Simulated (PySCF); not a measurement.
Kr²⁺ (krypton, charge +2) across methods

[Ar] 3d10 4s2 4p4, high-spin 3P determinant. All numbers are calculated (PySCF 2.14, the spin-free X2C one-electron Hamiltonian (Gaussian nucleus), in x2c-QZVPPall). The B2PLYP total includes its PT2 part (frozen core); its orbital energies are those of the SCF part.

| method | E (hartree) | mean ε 4s β (eV) | mean ε 4p α (eV) | mean ε 4p β (eV) | Σ⟨r²⟩ (bohr²) | ⟨S²⟩ |
| --- | --- | --- | --- | --- | --- | --- |
| r2SCAN | -2788.691 | -44.975 | -32.474 | -30.321 | 25.60 | 2.004 |
| LDA | -2784.834 | -45.145 | -31.922 | -29.999 | 25.65 | 2.001 |
| PBE0 | -2788.413 | -46.560 | -33.617 | -31.477 | 25.65 | 2.003 |
| PBE | -2788.353 | -44.724 | -31.855 | -29.872 | 25.67 | 2.002 |
| UHF | -2786.94020 | -50.667 | -37.907 | -35.157 | 25.82 | 2.008 |
| M06 | -2788.718 | -46.771 | -33.522 | -31.316 | 25.58 | 2.002 |
| B2PLYP | -2788.285 | -48.255 | -35.114 | -32.853 | 25.74 | 2.004 |
| revPBE | -2788.542 | -44.588 | -31.839 | -29.842 | 25.66 | 2.002 |
| CAM-B3LYP | -2788.874 | -48.372 | -34.973 | -32.996 | 25.73 | 2.002 |
